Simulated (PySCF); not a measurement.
# NMR problem set

- GFN2-xTB structure
- shielding tensors at PBE0/pcSseg-1 (GIAO)
- code: PySCF 2.14
- rapidly exchanging positions averaged, single conformer, non-relativistic Hamiltonian, in vacuum

Shifts are taken against calculated references (same method and geometry level): ¹H (31.72 ppm), ¹³C (186.93 ppm) against TMS. Splittings of carbon signals by F and P are missing where no couplings were computed. Where no couplings were computed, multiplicities follow the n + 1 count of equivalent neighbours, and m marks all less simple cases (inequivalent or close neighbours, rings, F or P nearby). Shifts are as computed. Against solution values, carbons near 30 ppm lie about +3 ppm off and those near 130 ppm about +5 ppm. Of 1211 compounds with measured shifts, 218 miss one by over three times the rms of a fit or turn the order of signals round; such compounds aren't used in these exercises.

(1) C11H12. ¹H NMR (500 MHz, computed): δ 7.71 (s, 1H), 7.42 (m, 1H), 7.42 (m, 1H), 2.98 (s, 1H), 2.88 (q, 2H), 2.46 (s, 3H), 1.28 (t, 3H). ¹³C{¹H} NMR (computed): δ 152.4 (C), 140.8 (CH), 140.7 (C), 135.4 (CH), 133.7 (CH), 124.9 (C), 90.8 (CH), 88.2 (C), 33.4 (CH2), 23.6 (CH3), 18.8 (CH3). Give a structure.

(2) C8H14FN. ¹H NMR (400 MHz, computed): δ 3.08 (m, 2H), 2.53 (s, 3H), 2.52 (m, 2H), 2.02 (t, 2H), 1.38 (m, 2H), 1.06 (t, 3H). ¹³C{¹H} NMR (computed): δ 164.8, 89.7, 52.4, 36.5, 32.0, 29.8, 27.9, 17.0. What is it?

Answers

(1) SMILES C#Cc1cc(C)ccc1CC. The formula gives 6 degrees of unsaturation (1 ring in the answer). 11 carbon signals for 11 carbons: no two carbons are equivalent. Carbon types of the structure: 4 × C, 4 × CH, 1 × CH2, 2 × CH3, which accounts for all hydrogens. δC 152.4, 140.7, 124.9: substituted aromatic carbon. δC 140.8, 135.4, 133.7: aromatic CH. δC 90.8: terminal alkyne carbon; sp carbons lie upfield of alkene carbons because the cylindrical π system leaves one tensor component strongly shielded. δC 88.2: alkyne carbon; the triple bond shields along its axis, which puts it between sp3 and sp2 carbons.

This is the structure that produced the data.

(2) SMILES CCCC1=C(F)N(C)CC1. The formula gives 2 degrees of unsaturation (1 ring in the answer). 8 carbon signals for 8 carbons: no two carbons are equivalent. Carbon types of the structure: 2 × C, 4 × CH2, 2 × CH3, which accounts for all hydrogens. δC 164.8: alkene carbon bearing nitrogen; an sp2 carbon further deshielded by the attached heteroatom. δC 89.7: β carbon of an enol-ether or enamine type C=C; the O or N lone pair pushes π density onto this β carbon and shields it. δC 36.5: methyl carbon bonded to N; the inductive effect lowers its shielding. δC 27.9: sp3 CH2; aliphatic region, no heteroatom directly attached.

The shifts were computed for this structure.
